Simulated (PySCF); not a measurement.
Computed shifts of a molecule C5H8O3, B3LYP/pcSseg-1 run with PySCF, GIAO, gas phase, equivalent atoms averaged, in ppm (number of nuclei): ¹³C: 172.5 (1), 143.7 (1), 138.2 (1), 69.4 (1), 65.3 (1). ¹H: 7.18 (1), 6.35 (1), 6.29 (1), 5.04 (1), 4.31 (1), 3.70 (1), 3.51 (1), -0.03 (1). References: ¹³C against TMS (σ = 181.3 ppm); ¹⁷O against H2O (σ = 333.8 ppm); ¹H against TMS (σ = 31.68 ppm), references at their B3LYP-D3(BJ)/def2-TZVP geometries, non-relativistic. Coordinates come from a PBE0-D3(BJ)/def2-SVP optimisation. The values are those of a single conformer.

Q: Pick the molecule that these values belong to.
A. C=CC(=O)OCCO
B. C=C(OC)C(=O)OC
C. CO/C=C\C(=O)OC
D. C=CC(=O)OCOC

A: A, C=CC(=O)OCCO
